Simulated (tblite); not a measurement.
Species: C₅H₁₀GeN (doublet state).
Numbering: `[CH2:1]=[C:2][C@:3]1([CH3:4])[CH2:5][GeH2:6][NH:7]1` (hydrogens: H8, H9 on C1; H10, H11, H12 on C4; H13, H14 on C5; H15, H16 on Ge6; H17 on N7)
Bond orders are those of one Lewis drawing.

Computed with GFN2-xTB (tblite), gas phase: L-BFGS steps from a force-field or distance-geometry start until the largest atomic force falls under 0.01 eV/Å.

Step 78: E = -557.9844 eV
```
atom  x, y, z in Å  |  force x, y, z in eV/Å
C1      2.2298   -0.5477   -1.0529   -0.019  -0.008   0.004
C2      1.2634   -0.6898   -0.2005    0.000   0.000  -0.039
C3      0.1063    0.0361    0.3165    0.005   0.005  -0.002
C4      0.5767    0.9946    1.4110    0.008  -0.012   0.012
C5     -1.0371   -0.9032    0.7903    0.003  -0.002  -0.007
Ge6    -2.0986   -0.2930   -0.7656   -0.012  -0.023   0.033
N7     -0.6127    0.7555   -0.7500    0.009   0.040  -0.016
H8      2.9711   -1.3199   -1.2013    0.003  -0.009   0.000
H9      2.3863    0.3344   -1.6814   -0.023  -0.022   0.022
H10     1.3107    1.6880    1.0051   -0.024   0.008   0.024
H11    -0.2743    1.5552    1.7910    0.022   0.002  -0.009
H12     1.0352    0.4284    2.2175    0.003   0.023   0.041
H13    -0.7310   -1.9456    0.8231   -0.024  -0.011  -0.013
H14    -1.4326   -0.6201    1.7633    0.038   0.011  -0.007
H15    -2.3101   -1.2146   -1.9517   -0.009  -0.018  -0.014
H16    -3.3452    0.5510   -0.5936    0.034  -0.016  -0.019
H17    -0.0448    1.2027   -1.4518   -0.013   0.032  -0.010
```

Step 79: E = -557.9849 eV
```
atom  x, y, z in Å  |  force x, y, z in eV/Å
C1      2.2248   -0.5495   -1.0572   -0.002  -0.017  -0.015
C2      1.2642   -0.6875   -0.1981   -0.019   0.001  -0.031
C3      0.1073    0.0383    0.3194    0.002   0.004  -0.020
C4      0.5779    0.9943    1.4154    0.000  -0.017   0.010
C5     -1.0371   -0.9009    0.7904    0.009  -0.005  -0.001
Ge6    -2.0948   -0.2939   -0.7690    0.020  -0.053   0.024
N7     -0.6123    0.7601   -0.7460   -0.005   0.026  -0.005
H8      2.9687   -1.3197   -1.2040    0.001  -0.011   0.008
H9      2.3738    0.3258   -1.6966   -0.025  -0.009   0.021
H10     1.3126    1.6886    1.0126   -0.020   0.003   0.021
H11    -0.2738    1.5543    1.7942    0.017   0.010   0.003
H12     1.0338    0.4248    2.2209    0.007   0.030   0.046
H13    -0.7302   -1.9428    0.8288   -0.025  -0.012  -0.014
H14    -1.4366   -0.6137    1.7603    0.035   0.008   0.001
H15    -2.2981   -1.2192   -1.9551   -0.009  -0.004  -0.004
H16    -3.3419    0.5448   -0.5996    0.005   0.001  -0.019
H17    -0.0454    1.2082   -1.4472    0.008   0.045  -0.026
```

Step 80: E = -557.9854 eV
```
atom  x, y, z in Å  |  force x, y, z in eV/Å
C1      2.2166   -0.5517   -1.0642   -0.003  -0.015  -0.025
C2      1.2648   -0.6851   -0.1945   -0.012   0.004  -0.042
C3      0.1086    0.0409    0.3238   -0.003   0.004  -0.033
C4      0.5797    0.9935    1.4222   -0.008  -0.017   0.008
C5     -1.0376   -0.8978    0.7912    0.018  -0.009   0.009
Ge6    -2.0885   -0.2960   -0.7736    0.050  -0.066   0.004
N7     -0.6105    0.7663   -0.7408   -0.016   0.009   0.001
H8      2.9654   -1.3177   -1.2083   -0.004  -0.011   0.013
H9      2.3522    0.3152   -1.7185   -0.025  -0.015   0.031
H10     1.3145    1.6892    1.0228   -0.010  -0.002   0.016
H11    -0.2719    1.5532    1.8003    0.007   0.016   0.016
H12     1.0336    0.4209    2.2269    0.007   0.035   0.044
H13    -0.7308   -1.9395    0.8371   -0.022  -0.011  -0.013
H14    -1.4425   -0.6050    1.7571    0.033   0.003   0.006
H15    -2.2804   -1.2251   -1.9604   -0.008   0.010   0.010
H16    -3.3372    0.5371   -0.6102   -0.021   0.015  -0.020
H17    -0.0430    1.2135   -1.4420    0.017   0.048  -0.026
```

Question: Estimate the geometry and energy of step 81. (The exact step hangs on the optimiser's Hessian estimate; all steps are aligned on step 80, rigid shifts and turns removed.)

Answer: E = -557.9861 eV, largest force 0.098 eV/Å
```
atom  x, y, z in Å  |  force x, y, z in eV/Å
C1      2.2094   -0.5559   -1.0713    0.038  -0.037  -0.057
C2      1.2651   -0.6812   -0.1939   -0.057  -0.006   0.010
C3      0.1102    0.0447    0.3266    0.002   0.000  -0.044
C4      0.5816    0.9923    1.4290   -0.017  -0.010   0.002
C5     -1.0366   -0.8946    0.7910    0.031  -0.009   0.013
Ge6    -2.0819   -0.2993   -0.7774    0.071  -0.060  -0.032
N7     -0.6104    0.7743   -0.7359   -0.045  -0.023   0.028
H8      2.9622   -1.3189   -1.2113   -0.007  -0.017   0.021
H9      2.3340    0.2996   -1.7398   -0.017   0.028   0.002
H10     1.3173    1.6900    1.0352    0.008  -0.010   0.006
H11    -0.2699    1.5529    1.8043   -0.013   0.023   0.034
H12     1.0309    0.4170    2.2345    0.007   0.036   0.033
H13    -0.7311   -1.9360    0.8450   -0.010  -0.013  -0.011
H14    -1.4459   -0.5946    1.7523    0.022  -0.001   0.025
H15    -2.2617   -1.2308   -1.9660   -0.006   0.023   0.023
H16    -3.3348    0.5249   -0.6189   -0.043   0.027  -0.020
H17    -0.0454    1.2277   -1.4345    0.035   0.051  -0.034
```

The energy changes by -0.0007 eV. The first-order estimate −F·Δx gives -0.0011 eV and the mean of the old and new forces, exact on a quadratic surface, -0.0008 eV. The step makes an angle of 82° with the force vector and moves no atom by more than 0.032 Å.

What follows is the cost of the whole relaxation. The run took 1.0 s of wall time on an Arm Neoverse V1 with one thread, shared host with 32 logical CPUs at a one-minute load of 46.
